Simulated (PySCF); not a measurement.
C7H16BNO.
Numbering: `[CH3:1][CH2:2][CH2:3][N:4]([B:5]([CH3:6])[CH3:7])[C:8]([CH3:9])=[O:10]` (hydrogens: H11, H12, H13 on C1; H14, H15 on C2; H16, H17 on C3; H18, H19, H20 on C6; H21, H22, H23 on C7; H24, H25, H26 on C9)

Computed with PBE0-D3(BJ)/def2-SVP geometry optimisation, gas phase in PySCF.

(1) List the bond lengths, angles and torsions at this level.

Answers

(1) 
```
                   bond  length (Å)   order
                  C1–C2       1.519  single
                  C2–C3       1.522  single
                  C3–N4       1.468  single
                  N4–B5       1.442  single
           B5–C6, B5–C7       1.583  single
                  N4–C8       1.405  single
                  C8–C9       1.508  single
                 C8=O10       1.212  double
 C1–H11, C1–H12, C1–H13       1.101  single
         C2–H14, C2–H15       1.103  single
         C3–H16, C3–H17       1.098  single
C6–H18 and 4 like bonds       1.101  single
                 C6–H19       1.107  single
 C9–H24, C9–H25, C9–H26       1.097  single
```

Bonds in one row agree within 0.01 Å and their mean is given. Orders are formal, as drawn. A selection of angles:
```
    angle  degrees
 C1–C2–C3    112.3
 C2–C3–N4    113.0
 C3–N4–B5    119.2
 C3–N4–C8    112.4
 B5–N4–C8    128.4
 N4–B5–C6    118.9
 N4–B5–C7    125.2
 C6–B5–C7    115.8
 N4–C8–C9    119.8
N4–C8–O10    120.5
C9–C8–O10    119.7
```

Torsions: C1–C2–C3–N4 -179° (antiperiplanar); C2–C3–N4–B5 98° (anticlinal); C3–N4–B5–C6 -9° (synperiplanar); C3–N4–C8–C9 169° (antiperiplanar). The mirror-image conformer, all signs reversed, is as good.

Of the pairs four or more bonds apart, O10···H17 is among the closest relative to their van der Waals radii: 2.22 Å, 82 % of the sum of Bondi's values. N4 (amide nitrogen) is planar (angles 128.4°, 119.2° and 112.4°, sum 360.0°, 0.00 Å off the plane of its three neighbours). B5 (three-coordinate boron) is planar (angles 125.2°, 118.9° and 115.8°, sum 359.9°, 0.02 Å off the plane of its three neighbours). The C–N distances run from 1.405 Å (N4–C8, drawn single) to 1.468 Å (C3–N4, drawn single), a spread of 0.063 Å.

Point group: C1 (no symmetry element, even within 0.4 Å). No PBE0-D3(BJ)/def2-SVP frequencies stand behind this structure, so it isn't proved a minimum. One conformer, not necessarily the lowest.
